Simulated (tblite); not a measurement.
Species: C7H9 (doublet state).
SMILES: `CC1=[C][C@@H]2C[C@@H]2C1`

Computed with GFN2-xTB (tblite): harmonic, unscaled wavenumbers at the GFN2-xTB geometry, gas phase. The method is semi-empirical: single wavenumbers can be off by several per cent or more. Open shells enter through the occupations alone, without spin polarisation, and single modes of such species can be off by tens of per cent.

Harmonic wavenumbers (cm⁻¹): 119.9, 156.5, 300.7, 334.3, 374.3, 471.4, 572.8, 653.4, 834.6, 841.1, 862.7, 870.1, 913.6, 978.6, 990.9, 1000.3, 1033.0, 1055.2, 1067.3, 1079.9, 1122.1, 1128.9, 1182.2, 1201.2, 1240.7, 1282.5, 1347.0, 1401.4, 1446.3, 1457.7, 1477.3, 1482.3, 1724.7, 2946.5, 2966.1, 2985.9, 3002.0, 3049.1, 3064.7, 3075.7, 3078.6, 3093.7.

A = 6339, B = 2244, C = 1928 MHz; mass 93.070 u (most abundant isotopes); point group C1, symmetry number 1; spin multiplicity 2.

Q: Zero-point energy?

A: ½Σν̃ = 29634 cm⁻¹ = 84.73 kcal/mol.

Q: What is S at 298.15 K and 1 bar for an ideal gas of classical rigid rotors and harmonic oscillators?

A: Translation 39.53, rotation 26.86, vibration 12.77, spin (R ln 2) 1.38: S = 80.5 cal/(mol K).

Q: And Cp and H(298.15 K) − H(0)?

A: Cp = 26.98 cal/(mol K), of which vibrations give 19.03 (their classical limit is 42 R = 83.5); H(298.15 K) − H(0) = 4.70 kcal/mol without the zero-point energy, 2.33 from vibrations.

Q: Blend soft modes into free rotors: weight 1/[1 + (100 cm⁻¹/ν̃)⁴] for the oscillator and the rest for a rotor with moment μB/(μ + B), μ = h/(8π²ν), B = 10⁻⁴⁴ kg m². What vibrational entropy results?

A: 12.61 cal/(mol K) in place of 12.77, which changes −T·S at 298.15 K by +0.05 kcal/mol.

Q: Which modes carry the vibrational entropy at 298.15 K?

A: 119.9 cm⁻¹: 3.10; 156.5 cm⁻¹: 2.59; 300.7 cm⁻¹: 1.41; 334.3 cm⁻¹: 1.24; 374.3 cm⁻¹: 1.06; 471.4 cm⁻¹: 0.73 cal/(mol K); the other 36 give 2.62 together.

Hindered rotation and anharmonicity are outside this model. The structure is chiral; the term R ln 2 for an equal mix with its mirror image is left out.

Time: 1.2 s of wall time. Hardware: one thread of an AMD EPYC, shared host with 64 logical CPUs at a one-minute load of 9.1. The figure is for the frequency step alone.
